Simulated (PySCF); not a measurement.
ClMg (SMILES [Mg+][Cl]), charge +1, singlet, geometry from GFN2-xTB (such geometries of metal compounds can be far from the true shape); DF-M062X/def2-TZVPD (PySCF).

Here is a job for PySCF.
```python
from pyscf import gto, scf, dft
import numpy

mol = gto.Mole()
mol.atom = '''
    Mg   -0.00000000   -0.00000000   -1.21080290
    Cl    0.00000000    0.00000000    0.85468440
'''
mol.basis = 'def2-tzvpd'
mol.charge = 1
mol.verbose = 4
mol.build()
print('smallest overlap eigenvalue', numpy.linalg.eigvalsh(mol.intor('int1e_ovlp'))[0])

mf = dft.RKS(mol)
mf.xc = 'm062x'
mf = mf.density_fit(auxbasis='def2-universal-jkfit')
mf = scf.addons.remove_linear_dep_(mf, threshold=1e-2, lindep=1e-2)
mf.kernel()
```

The log (banner, timings and long lists left out):

```
PySCF version 2.14.0

[INPUT] verbose = 4
[INPUT] num. atoms = 2
[INPUT] num. electrons = 28
[INPUT] charge = 1
[INPUT] spin (= nelec alpha-beta = 2S) = 0
[INPUT] symmetry False subgroup None
[INPUT] Mole.unit = angstrom
[INPUT] Symbol           X                Y                Z      unit          X                Y                Z       unit  Magmom
[...]
nuclear repulsion = 52.2647372499845
number of shells = 29
number of NR pGTOs = 128
number of NR cGTOs = 81
basis = def2-tzvpd
ecp = {}
input.py:18: DeprecationWarning: remove_linear_dep_ is deprecated and will be removed in a future release. Linear dependency handling is now built into the SCF procedure by default. Linear dependency removal can be controlled using the following settings:
  pyscf.scf.hf.remove_overlap_zero_eigenvalue = True
  pyscf.scf.hf.overlap_zero_eigenvalue_threshold = 1e-6

  mf = scf.addons.remove_linear_dep_(mf, threshold=1e-2, lindep=1e-2)
smallest overlap eigenvalue 0.0020469421571869813
Applying remove_linear_dep_ on SCF object.
Using canonical orthogonalization with threshold 0.01

******** <class 'pyscf.df.df_jk.DFRKS'> ********
method = DFRKS
initial guess = minao
damping factor = 0
level_shift factor = 0
DIIS = <class 'pyscf.scf.diis.CDIIS'>
diis_start_cycle = 1
diis_space = 8
diis_damp = 0
SCF conv_tol = 1e-09
SCF conv_tol_grad = None
SCF max_cycles = 50
direct_scf = False
XC library pyscf.dft.libxc version 7.1.2
    S. Lehtola, C. Steigemann, M. J. T. Oliveira, and M. A. L. Marques,  SoftwareX 7, 1–5 (2018)
XC functionals = m062x
    Y. Zhao and D. G. Truhlar,  Theor. Chem. Acc. 120, 215 (2008)
    Y. Zhao and D. G. Truhlar,  Theor. Chem. Acc. 120, 215 (2008)
radial grids:
    Treutler-Ahlrichs [JCP 102, 346 (1995); DOI:10.1063/1.469408] (M4) radial grids

becke partition: Becke, JCP 88, 2547 (1988); DOI:10.1063/1.454033
pruning grids: <function nwchem_prune>
grids dens level: 3
symmetrized grids: False
atomic radii adjust function: <function treutler_atomic_radii_adjust>
small_rho_cutoff = 0
Set gradient conv threshold to 3.16228e-05
Initial guess from minao.
tot grids = 37464
******** <class 'pyscf.df.df.DF'> ********
auxbasis = def2-universal-jkfit
init E= -660.383488066629
[...]
cycle= 1 E= -659.975774888545  delta_E= 0.408  |g|= 0.316  |ddm|= 1.57
[...]
cycle= 2 E= -659.986918092179  delta_E= -0.0111  |g|= 0.298  |ddm|= 0.509
[...]
cycle= 3 E= -660.00969521604  delta_E= -0.0228  |g|= 0.025  |ddm|= 0.243
[...]
cycle= 4 E= -660.009786952602  delta_E= -9.17e-05  |g|= 0.00796  |ddm|= 0.0231
[...]
cycle= 5 E= -660.009798022675  delta_E= -1.11e-05  |g|= 0.00722  |ddm|= 0.009
[...]
cycle= 6 E= -660.009796345977  delta_E= 1.68e-06  |g|= 0.00694  |ddm|= 0.00792
[...]
cycle= 7 E= -660.009786982998  delta_E= 9.36e-06  |g|= 0.00733  |ddm|= 0.00497
[...]
cycle= 8 E= -660.00978043193  delta_E= 6.55e-06  |g|= 0.00713  |ddm|= 0.0044
[...]
cycle= 9 E= -660.009757546023  delta_E= 2.29e-05  |g|= 0.00863  |ddm|= 0.00506
[...]
cycle= 10 E= -660.009754810636  delta_E= 2.74e-06  |g|= 0.00889  |ddm|= 0.00159
[...]
cycle= 11 E= -660.009762032161  delta_E= -7.22e-06  |g|= 0.00718  |ddm|= 0.00226
[...]
cycle= 12 E= -660.009762322258  delta_E= -2.9e-07  |g|= 0.0071  |ddm|= 0.000934
[...]
cycle= 13 E= -660.009762253203  delta_E= 6.91e-08  |g|= 0.00675  |ddm|= 0.00101
[...]
cycle= 14 E= -660.009763768412  delta_E= -1.52e-06  |g|= 0.00672  |ddm|= 0.00136
[...]
cycle= 15 E= -660.009764387155  delta_E= -6.19e-07  |g|= 0.00742  |ddm|= 0.0029
[...]
cycle= 16 E= -660.009780549485  delta_E= -1.62e-05  |g|= 0.00653  |ddm|= 0.00436
[...]
cycle= 17 E= -660.009767648012  delta_E= 1.29e-05  |g|= 0.00725  |ddm|= 0.00379
[...]
cycle= 18 E= -660.00977319487  delta_E= -5.55e-06  |g|= 0.00688  |ddm|= 0.00292
[...]
cycle= 19 E= -660.009773486409  delta_E= -2.92e-07  |g|= 0.00704  |ddm|= 0.00066
[...]
cycle= 20 E= -660.009768056598  delta_E= 5.43e-06  |g|= 0.00799  |ddm|= 0.00193
[...]
cycle= 21 E= -660.009780314684  delta_E= -1.23e-05  |g|= 0.00524  |ddm|= 0.00575
[...]
cycle= 22 E= -660.009774043423  delta_E= 6.27e-06  |g|= 0.0086  |ddm|= 0.00914
[...]
cycle= 23 E= -660.009770326051  delta_E= 3.72e-06  |g|= 0.00903  |ddm|= 0.00123
[...]
cycle= 24 E= -660.009755509368  delta_E= 1.48e-05  |g|= 0.00937  |ddm|= 0.00617
[...]
cycle= 25 E= -660.009759121539  delta_E= -3.61e-06  |g|= 0.00934  |ddm|= 0.00122
[...]
cycle= 26 E= -660.009755742682  delta_E= 3.38e-06  |g|= 0.00904  |ddm|= 0.00235
[...]
cycle= 27 E= -660.009749381889  delta_E= 6.36e-06  |g|= 0.0088  |ddm|= 0.00325
[...]
cycle= 28 E= -660.00975945123  delta_E= -1.01e-05  |g|= 0.0079  |ddm|= 0.00251
[...]
cycle= 29 E= -660.009755246851  delta_E= 4.2e-06  |g|= 0.00831  |ddm|= 0.0021
[...]
cycle= 30 E= -660.009756829624  delta_E= -1.58e-06  |g|= 0.00881  |ddm|= 0.00135
[...]
cycle= 31 E= -660.009758947381  delta_E= -2.12e-06  |g|= 0.00923  |ddm|= 0.00236
[...]
cycle= 32 E= -660.00977006164  delta_E= -1.11e-05  |g|= 0.00826  |ddm|= 0.0027
[...]
cycle= 33 E= -660.009766301814  delta_E= 3.76e-06  |g|= 0.00832  |ddm|= 0.00193
[...]
cycle= 34 E= -660.009765867263  delta_E= 4.35e-07  |g|= 0.00884  |ddm|= 0.003
[...]
cycle= 35 E= -660.009762003759  delta_E= 3.86e-06  |g|= 0.00863  |ddm|= 0.00184
[...]
cycle= 36 E= -660.00976240402  delta_E= -4e-07  |g|= 0.00905  |ddm|= 0.00107
[...]
cycle= 37 E= -660.00974316966  delta_E= 1.92e-05  |g|= 0.0105  |ddm|= 0.00436
[...]
cycle= 38 E= -660.009756808056  delta_E= -1.36e-05  |g|= 0.00965  |ddm|= 0.00345
[...]
cycle= 39 E= -660.009753723727  delta_E= 3.08e-06  |g|= 0.00974  |ddm|= 0.00101
[...]
cycle= 40 E= -660.009746860384  delta_E= 6.86e-06  |g|= 0.00897  |ddm|= 0.0048
[...]
cycle= 41 E= -660.009759538216  delta_E= -1.27e-05  |g|= 0.00803  |ddm|= 0.00385
[...]
cycle= 42 E= -660.009760586604  delta_E= -1.05e-06  |g|= 0.00829  |ddm|= 0.00295
[...]
cycle= 43 E= -660.009780409529  delta_E= -1.98e-05  |g|= 0.00557  |ddm|= 0.00701
[...]
cycle= 44 E= -660.009781316672  delta_E= -9.07e-07  |g|= 0.00524  |ddm|= 0.0027
[...]
cycle= 45 E= -660.009794608626  delta_E= -1.33e-05  |g|= 0.00453  |ddm|= 0.00508
[...]
cycle= 46 E= -660.009764243591  delta_E= 3.04e-05  |g|= 0.0083  |ddm|= 0.00924
[...]
cycle= 47 E= -660.009803583468  delta_E= -3.93e-05  |g|= 0.00256  |ddm|= 0.0119
[...]
cycle= 48 E= -660.009803668252  delta_E= -8.48e-08  |g|= 0.00264  |ddm|= 0.000347
[...]
cycle= 49 E= -660.009794248848  delta_E= 9.42e-06  |g|= 0.0058  |ddm|= 0.0065
[...]
cycle= 50 E= -660.009793093724  delta_E= 1.16e-06  |g|= 0.00616  |ddm|= 0.00125
SCF not converged.
SCF energy = -660.009793093724
```

Convergence was not reached.
